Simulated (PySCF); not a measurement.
GeH3Br, SMILES [GeH3][Br]. Atoms are numbered in the order given.

```xyz
5

Ge     0.0000     0.0000     1.1466
Br     0.0000     0.0000    -1.1852
H     -1.2686     0.7324     1.5978
H      1.2686     0.7324     1.5978
H      0.0000    -1.4648     1.5978
```
Charge 0, spin multiplicity 1.

The structure is a stationary point at B3LYP-D3(BJ)/def2-TZVP.

Calculation: M06-2X/def2-TZVPD (PySCF).

Symmetry labels are those of the subgroup Cs that the program uses (full group C3v).

Computed valence orbital energies around the gap with their symmetry:
```tsv
orbital	symmetry	energy (eV)
HOMO−7	A"	-38.89
HOMO−6	A'	-23.13
HOMO−5	A'	-17.12
HOMO−4	A'	-11.77
HOMO−3	A"	-11.77
HOMO−2	A'	-11.14
HOMO−1	A'	-9.45
HOMO	A"	-9.45
LUMO	A'	-0.12
LUMO+1	A'	0.50
LUMO+2	A'	1.04
LUMO+3	A"	1.04
```
